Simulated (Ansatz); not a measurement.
Species: Si$_{2}$H$_{3}$, charge 1, singlet. A triplet may lie lower; no result for it is given here. Si2H3+ (parent SMILES [SiH3][Si], singlet).
B3LYP-D3(BJ)/def2-TZVP minimum from Ansatz (a first-principles code):
```
Si
H 1 1.4807
H 1 1.4807 2 113.90
H 1 1.4807 2 113.90 3 -132.93
Si 1 2.4099 2 104.57 4 -113.54
```
Charge +1, spin multiplicity 1.

Hartree-Fock and MP2 correlation energies in hartree (Ansatz). Radicals and triplets start from unrestricted determinants; spin-orbit coupling is neglected. Cores are frozen in correlated methods. No relativity. The restricted determinant of H3Si2+ (parent SMILES [Si][SiH3], singlet) is unstable towards broken spin symmetry in at least one set run. The spin of H3Si2+ (parent SMILES [Si][SiH3], singlet) was assumed, and the state is the lowest solution found for it.

```csv
basis,X,E(HF),"E(corr, MP2)"
cc-pV(T+d)Z,3,-579.28897,-0.18964
cc-pV(Q+d)Z,4,-579.29492,-0.20338
cc-pV(5+d)Z,5,-579.29600,withheld
```

Problem. Fit E(corr) = E∞ + A/X³ to X = 3 and 4, predict X = 5, and compare with the run.

Solution. A = (-0.18964 - (-0.20338))/(1/27 - 1/64) = 0.6417; E∞ = -0.20338 - A/64 = -0.21341; at X = 5, E∞ + A/125 = -0.20827. The run gave -0.20917, 0.90 mEh below the prediction. The same form on X = 4 and 5 gives E∞ = -0.21524, 1.84 mEh below the first estimate.
